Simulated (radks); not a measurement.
Values are calculated unless marked as measured or tabulated.
Problem. All-electron atom: Pm in [Xe] 4f5 6s2 (the NIST ground configuration). Code: a radial shooting solver on a logarithmic mesh with Libxc functionals. Model: scalar-relativistic Kohn-Sham, PBE, spin-polarised, spherical densities, point nucleus; open shells are filled with parallel spins first (spin-orbit coupling, left out, can overturn this in heavy ions). Some entries of the table are withheld. Estimate them.

| orbital | occ. | eigenvalue (hartree) | r(max) (bohr) | <r> (bohr) |
|---|---|---|---|---|
| 1s up | 1 | -1654.592 | 0.01479 | 0.02318 |
| 1s down | 1 | -1654.592 | 0.01479 | 0.02318 |
| 2s up | 1 | -268.9887 | 0.08379 | 0.09895 |
| 2s down | 1 | -268.9882 | 0.08379 | 0.09895 |
| 2p up | 3 | -240.1978 | 0.06762 | 0.08711 |
| 2p down | 3 | -240.1974 | 0.06762 | 0.08710 |
| 3s up | 1 | -58.65624 | 0.2386 | 0.2606 |
| 3s down | 1 | -58.60390 | 0.2385 | 0.2604 |
| 3p up | 3 | -49.61723 | 0.2338 | 0.2589 |
| 3p down | 3 | -49.56515 | 0.2337 | 0.2587 |
| 3d up | 5 | -37.22880 | 0.1918 | 0.2363 |
| 3d down | 5 | -37.18868 | 0.1918 | 0.2361 |
| 4s up | 1 | -11.70079 | 0.5521 | 0.5931 |
| 4s down | 1 | -11.56352 | 0.5519 | 0.5928 |
| 4p up | 3 | -8.73630 | 0.5763 | 0.6281 |
| 4p down | 3 | -8.59843 | 0.5759 | 0.6278 |
| 4d up | 5 | -4.55075 | 0.6029 | 0.6886 |
| 4d down | 5 | -4.41232 | 0.6023 | 0.6888 |
| 5s up | 1 | -1.56772 | 1.286 | 1.434 |
| 5s down | 1 | -1.48336 | 1.298 | 1.454 |
| 5p up | 3 | -0.85524 | 1.459 | 1.683 |
| 5p down | 3 | -0.79165 | 1.479 | 1.717 |
| 6s up | 1 | -0.13315 | 3.696 | 4.334 |
| 6s down | 1 | -0.12524 | 3.815 | 4.464 |
| 4f up | 5 | (1) | 0.6371 | 1.042 |
| 5d up | 0 | (2) | 2.161 | 3.217 |
| 5d down | 0 | (3) | 2.292 | 3.576 |
| 6p up | 0 | -0.04604 | 4.953 | 6.030 |
| 6p down | 0 | -0.04325 | 5.093 | 6.230 |

Solution. 
(1) 4f up eigenvalue (hartree): -0.11602
(2) 5d up eigenvalue (hartree): -0.07348
(3) 5d down eigenvalue (hartree): -0.05442
